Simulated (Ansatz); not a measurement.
Coupled-cluster diagnostics for Na₂Sb (the lowest doublet isomer of a short search), Ansatz.

Geometry of the doublet (PBE0-D4/def2-TZVP):

```xyz
3

Na   -0.194    2.146    0.269
Na   -1.098   -1.845   -0.327
Sb    1.292   -0.301    0.058
```

In the def2 sets Sb takes a core potential; there is no spin–orbit coupling. Correlated methods freeze 6 core orbitals; core or outer-core shells of Na, Sb are correlated, in sets that lack core-valence functions. In CCSD on the charge 0 quartet the largest single amplitude is 0.26, so its Hartree–Fock determinant may place the open shell otherwise than the density functionals do. At PBE0-D4/def2-TZVP a triplet of charge 1 lies 0.50 eV below the restricted singlet at the same geometry. The structure comes from a short search, and lower isomers may exist.

Geometry of the charge 0 quartet (PBE0-D4/def2-TZVP):

Cartesian coordinates in Å:
```
Na -0.086 -1.528 -2.640
Na 0.087 1.529 2.640
Sb -0.001 -0.001 0.000
```

(1) Estimate the CCSD(T) correlation energy, the shares of MP2 and (T), T1 and the reference's ⟨S²⟩ for: charge 0, doublet, own geometry in def2-TZVPP; charge 0, doublet, own geometry in def2-TZVPD; charge 0, quartet, own geometry in def2-TZVPP; charge 1, singlet, vertical in def2-TZVPP; charge -1, singlet, vertical in def2-TZVPD; and the rough time on 4 threads of Arm Neoverse V1 on a shared host.

## Answers

(1) 
```
                          state       basis  correlation (eV)  MP2 share (%)  (T) share (%)     T1  ⟨S²⟩ (pure)  wall time                        remarks
charge 0, doublet, own geometry  def2-TZVPP           -18.742           95.9            2.4  0.044  1.24 (0.75)       19 s  spin-contaminated (⟨S²⟩ 1.24)
charge 0, doublet, own geometry  def2-TZVPD           -18.806           95.9            2.4  0.044  1.24 (0.75)       29 s  spin-contaminated (⟨S²⟩ 1.24)
charge 0, quartet, own geometry  def2-TZVPP           -18.122           96.5            2.1  0.036  3.77 (3.75)       20 s         flagged by the program
    charge 1, singlet, vertical  def2-TZVPP           -18.338           96.3            2.1  0.009  0.00 (0.00)      7.5 s        restricted SCF unstable
   charge -1, singlet, vertical  def2-TZVPD           -20.196           97.3            3.5  0.020  0.00 (0.00)       19 s        restricted SCF unstable
```
Customary marks for T1 are 0.02 (closed shells), 0.045 (open shells) and about 0.05 (3d metals). T1 exceeds 0.02 in 3 of 5 rows and 0.045 in 0; the higher it lies, the less the single-reference result can be trusted.
